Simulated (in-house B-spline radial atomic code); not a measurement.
Successive ionisation energies of lutetium; each step leads to the configuration of the next row (after the last: [Kr] 4d5). NIST's values go from ground level to ground level; the uncertainty of those that are theory runs from under 0.1 % in few-electron ions to several per cent in heavy many-electron ones. Computed with a radial B-spline atomic code at the basis-set limit: non-relativistic Hartree-Fock, average of the configuration, point nuclei.

This level leaves out relativity, spin-orbit splitting included, which matters for heavy ions.

| ion | configuration | ionisation energy (eV) | tabulated value (eV) | tabulated kind | computed minus tabulated (eV) | highest orbital | largest mean radius (bohr) |
| --- | --- | --- | --- | --- | --- | --- | --- |
| Lu20+ | [Kr] 4d10 4f5 | 539.2 | 560 | tabulated theory | -20.8 | 4f | 0.50798 |
| Lu21+ | [Kr] 4d10 4f4 | 582.4 | 600 | tabulated theory | -17.6 | 4f | 0.50327 |
| Lu22+ | [Kr] 4d10 4f3 | 626.8 | 630 | tabulated theory | -3.2 | 4f | 0.49857 |
| Lu23+ | [Kr] 4d10 4f2 | 672.4 | 670 | tabulated theory | 2.4 | 4f | 0.49389 |
| Lu24+ | [Kr] 4d10 4f1 | 719.1 | 713 | tabulated theory | 6.1 | 4f | 0.48925 |
| Lu25+ | [Kr] 4d10 | 949.0 | 941 | tabulated theory | 8.0 | 4d | 0.48464 |
| Lu26+ | [Kr] 4d9 | ? | ? | tabulated theory | ? | ? | ? |
| Lu27+ | [Kr] 4d8 | ? | ? | tabulated theory | ? | ? | ? |
| Lu28+ | [Kr] 4d7 | ? | ? | tabulated theory | ? | ? | ? |
| Lu29+ | [Kr] 4d6 | 1137.2 | 1130 | tabulated theory | 7.2 | 4d | 0.47263 |

Fill in the row of Lu26+.

ionisation energy (eV): 995.1; tabulated value (eV): 985; computed minus tabulated (eV): 10.1; highest orbital: 4d; largest mean radius (bohr): 0.48156.

Fill in the row of Lu27+.

ionisation energy (eV): 1041.8; tabulated value (eV): 1032; computed minus tabulated (eV): 9.8; highest orbital: 4d; largest mean radius (bohr): 0.47855.

Fill in the row of Lu28+.

ionisation energy (eV): 1089.2; tabulated value (eV): 1081; computed minus tabulated (eV): 8.2; highest orbital: 4d; largest mean radius (bohr): 0.47558.
